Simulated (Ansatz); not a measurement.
Program: Ansatz. Geometries: PBE0-D4/def2-TZVP. ΔE: electronic, gas phase. CCSD(T)/CBS is the MP2 limit (def2-TZVPP, def2-QZVPP) plus CCSD(T) − MP2 in def2-TZVPP, frozen cores. This one scheme is used for every species. Functionals use def2-TZVPP. Elements past krypton have def2 core potentials. For Sn outer-core shells are correlated without core-valence functions, which leaves a few kJ/mol of doubt a bond. Each species was taken in one conformer, which may not be the lowest.

Consider the stannylene formation by 1,1-elimination: `C[N](C)[SnH2][N](C)C` → `C[N](C)[Sn][N](C)C` + H₂.

```
         level  ΔE (kJ/mol)
        PBE-D4        -45.7
         BHLYP        -20.1
  MP2/def2-SVP        -15.9
MP2/def2-QZVPP        -35.1
```

(1) What does CCSD(T)/CBS give? (Best estimate.)

Largest T1 diagnostic among the species: 0.017.

Results:

(1) The calculation gave: -23.3 kJ/mol. The listed levels differ from it by -22.4, 3.2, 7.4, -11.8 kJ/mol.

Leaving LDA and LC-ωPBE aside and taking each functional with its dispersion term where it has one, the values, not all of them listed here, spread over 66.0 kJ/mol, from BLYP-D4 to ωB97X-V. LDA lies +26.8 kJ/mol from PBE without D4. From PBE to PBE0 (25 % exact exchange), in def2-TZVPP and without D4, ΔE moves by +24.8 kJ/mol.
